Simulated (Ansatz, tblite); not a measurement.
Forces on Si4Ni3 at its r2SCAN-D4/def2-SVP geometry. The state is a singlet with charge 0.

The xTB rows come from tblite. The restricted singlet is unstable towards broken spin symmetry in Hartree–Fock (as tested in another run); at PBE-D4/def2-TZVP this wasn't settled. No other spin state of charge 0 was run. Another isomer (triplet) lies 0.92 eV lower at PBE0-D4/def2-TZVP; other spin states weren't run for this one.

GFN1-xTB (tblite), largest force 1.91 eV/Å:

```xyz
7
positions Å, forces eV/Å
Ni   -0.555    2.020    0.624   -0.304    1.521    0.776
Ni    2.423   -0.654   -0.430    1.836   -0.227   -0.473
Ni   -1.180   -2.061    0.919   -1.142   -1.386    0.641
Si    0.772   -1.632    0.360    0.290   -0.584    0.162
Si   -1.228   -0.050    0.375   -0.521    0.118   -0.184
Si   -1.152    1.588   -1.421   -0.264    0.196   -0.502
Si    0.920    0.789   -0.429    0.105    0.362   -0.420
```

GFN2-xTB (tblite), largest force 3.36 eV/Å:

```
Ni -0.465 1.173 -0.015
Ni 2.714 -0.197 -0.706
Ni -1.776 -1.946 0.973
Si 1.456 -2.909 0.852
Si -2.953 0.116 0.841
Si -1.010 1.700 -0.921
Si 2.034 2.064 -1.025
```

PBE-D4/def2-TZVP (Ansatz), largest force 1.14 eV/Å:

```
Ni -0.069 0.836 0.690
Ni 1.094 -0.153 -0.272
Ni -0.664 -0.836 0.384
Si 0.019 -0.026 0.022
Si -0.066 0.142 -0.207
Si -0.143 -0.063 -0.448
Si -0.172 0.100 -0.169
```
